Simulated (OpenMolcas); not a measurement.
Ir2+ (d7) among equal point charges was computed by CASSCF with the d shell active (OpenMolcas, ANO-RCC-VTZP on the metal). Its lowest spin-free states, and all those of the highest spin:

```
2S+1  Degeneracy  E (cm-1)
   4           1       0.0
   4           2      3806
   2           1      4404
   4           1     11311
   4           2     12181
   2           1     12960
   2           2     13317
   2           1     13872
   2           1     17098
   2           2     18844
   2           1     19568
   2           2     21329
   4           2     22500
   4           1     25149
   4           1     32139
```

Is the site octahedral, tetrahedral or cube-like, axial, or of lower symmetry?

The states with 2S+1 = 4 have orbital degeneracies 1, 2, 1, 2, 2, 1, 1. There are pairs but no triples, so the site is axial: not cubic, but with a proper or improper axis of order three or more. The run had Ir2+ among 6 point charges of -1.5 e arranged as a tetragonal octahedron (D4h), 1.92 Å from the ion, with the axial distance 2.266 Å. The active orbitals were held to one l.

Spin-orbit coupling mixes the spin-free states strongly: the lowest level takes only 66 % from its leading state, 4A2. Without dynamic correlation the repulsion within the d shell is too large (B by tens of per cent), so at a given field states of lower spin stand too high. This shell can be high or low spin here, a state of another spin lies low, and with metal d orbitals alone active their balance is uncertain, so the ground spin may be wrong. Point charges give a weaker field than real ligands, and real ions of this kind are as a rule low spin; the high spin found here belongs to the model. Point charges carry no covalency, so the field is a model and not that of real ligands. No measured value stands beside these numbers.
